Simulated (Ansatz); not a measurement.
```xyz
2

Li    0.0000    0.0000   -1.3936
Li    0.0000    0.0000    1.3936
```

Basis set: cc-pVTZ (spherical functions). All electrons are correlated. Charge 0, multiplicity 1.

Computed with Ansatz (development build ahead of 0.2.0); each method stands on the lowest determinant of its kind that the runs found. Restricted open shells among the atoms or ions are ROHF, correlated in semicanonical orbitals with singles.

The atomization energy at this shape (free ground-state atoms in the same class of orbitals less the molecule, no zero-point energy) of singlet Li₂:

```csv
method,atomization energy
RHF,16.6 kJ/mol
```

Question: What does RHF-MP2 give?

Answer: 74.6 kJ/mol.
